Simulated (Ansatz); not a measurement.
`[NH2][AlH][GaH2]` + PH₃ → `[PH2][GaH2]` + `[NH2][AlH2]` at 600 K and 1 bar (cleavage of the Ga–Al bond).

Computed with Ansatz on PBE0-D4/def2-TZVP structures; ΔE is electronic, products minus reactants. CBS: MP2 limit from def2 TZ/QZ plus the TZ coupled-cluster correction, frozen cores. This one scheme is used for every species. For Ga outer-core shells are correlated without core-valence functions, which leaves a few kJ/mol of doubt a bond. Scalar relativity is left out up to krypton. Each species was taken in one conformer, which may not be the lowest.

| species | CCSD(T)/CBS energy (Eh) | H − E (kJ/mol) | S (J/(mol·K)) |
| --- | --- | --- | --- |
| `[NH2][AlH][GaH2]` | -2223.67811 | 175.5 | 420.9 |
| PH₃ | -342.72256 | 86.3 | 240.2 |
| `[PH2][GaH2]` | -2267.26620 | 120.0 | 347.4 |
| `[NH2][AlH2]` | -299.14566 | 138.4 | 304.9 |

H − E and S are ideal-gas, rigid-rotor, harmonic terms from PBE0-D4/def2-TZVP, for one conformer and one mirror image of each species. 1 Eh = 2625.50 kJ/mol, R = 8.31446 J/(mol·K).

Question: By hand: ΔE, ΔH, ΔS and ΔG.

Answer: ΔE = (-2267.26620) + (-299.14566) − (-2223.67811) − (-342.72256) = -0.01119 Eh = -29.4 kJ/mol. Δ(H − E) = 120.0 + 138.4 − 175.5 − 86.3 = -3.4, so ΔH = -32.8 kJ/mol. ΔS = 347.4 + 304.9 − 420.9 − 240.2 = -8.8 J/(mol·K). ΔG = -32.8 − 600 × (-8.8)/1000 = -27.5 kJ/mol.

Question: By hand: the equilibrium constant, and the temperature at which ΔG would vanish if ΔH and ΔS stayed fixed.

Answer: log₁₀ K = −ΔG/(RT ln 10) = 2.4. ΔG = 0 at ΔH/ΔS = 3727 K, far beyond where these terms or the molecules hold.

The number of gas molecules stays the same, so ΔS is small and ΔH decides. A doubt of 5 kJ/mol in ΔE shifts log₁₀ K by 0.4 here. Other conformers and mirror images would add mixing entropy, several J/(mol·K) or more a flexible species. Modes under 60 cm⁻¹, often nearly free rotors, make the harmonic entropy too high. These are equilibria of isolated gas molecules and say nothing of rates. Largest T1 diagnostic: 0.014 (customary marks: 0.02 for closed shells, 0.045 for open ones).
